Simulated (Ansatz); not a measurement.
InCl (SMILES [Cl][In]): the energy, rung by rung

InCl has 2 atoms, charge 0, and is taken as a singlet. As SMILES, `[Cl][In]`. The shape is that of a PBE0-D4/def2-TZVP optimisation.

```tsv
atom	x (Å)	y (Å)	z (Å)
Cl	0.0000	0.0000	-0.0139
In	0.0000	0.0000	2.3996
```

Quantity: the energy change with the Cl1–In2 bond stretched from 2.414 to 3.579 Å, in eV. The values are calculated.

```tsv
level	kind	program	value (eV)	less FCI/STO-3G
HF/STO-3G (restricted)	Hartree–Fock	Ansatz	3.45	+0.07
SVWN5/STO-3G (restricted)	LDA	Ansatz	3.44	+0.06
revPBE/STO-3G (restricted)	GGA	Ansatz	3.05	-0.33
BHLYP/STO-3G (restricted)	global hybrid	Ansatz	3.42	+0.04
HSE06/STO-3G (restricted)	range-separated hybrid	Ansatz	3.31	-0.07
B2PLYP/STO-3G (restricted)	double hybrid	Ansatz	3.32	-0.06
MP2/STO-3G (restricted)	perturbation theory	Ansatz	3.42	+0.04
BCCD(T)/STO-3G (restricted)	coupled cluster or CI	Ansatz	3.38	0.00
CCSD(T)/STO-3G (restricted)	coupled cluster or CI	Ansatz	3.38	0.00
FCI/STO-3G	exact in the basis	Ansatz	3.38	0.00
```

FCI/STO-3G is exact within its basis and frozen core, so for wave-function methods in that basis the difference is their error; functionals converge differently with the basis, so for them it is only a difference. All-electron rows without a relativistic Hamiltonian named are non-relativistic. The first shape isn't each level's own minimum. The values span 3.05 to 3.45 eV. All rows use very small basis sets, so none should be taken for the real molecule's value. In the correlated wave-function rows the outer d shell of In is correlated, in sets not made for it.
